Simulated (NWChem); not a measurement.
System: SiH$_{3}$O$_{3}$Cl; SMILES O[Si](O)(Cl)O

Input file for NWChem:

```
start job
memory heap 200 mb stack 700 mb global 900 mb
geometry units angstroms noautoz
  O     -0.036764     1.545014    -0.975939
  Si     0.000000     0.000000    -0.436023
  O      1.356404    -0.740669    -0.975939
  O     -1.319640    -0.804345    -0.975939
  Cl     0.000000     0.000000     1.635347
  H     -0.764982     2.100319    -0.683059
  H      2.201421    -0.387666    -0.683059
  H     -1.436439    -1.712654    -0.683059
end
basis spherical
  O library def2-svp
  Si library def2-svp
  Cl library def2-svp
  H library def2-svp
end
dft
  xc becke88 perdew86
  iterations 150
  mulliken
end
task dft energy
```

Structure relaxed at the PBE0/def2-SVP level.

### Question
What results follow from this input? (BP86/def2-SVP.) Quantities: energy (Ha); highest occupied level (eV); orbital gap (eV); dipole (D).

### Answer
| Item | Value |
|---|---|
| energy (Ha) | -977.02 |
| highest occupied level (eV) | -7.33 |
| orbital gap (eV) | 7.31 |
| dipole (D) | 0.47 |
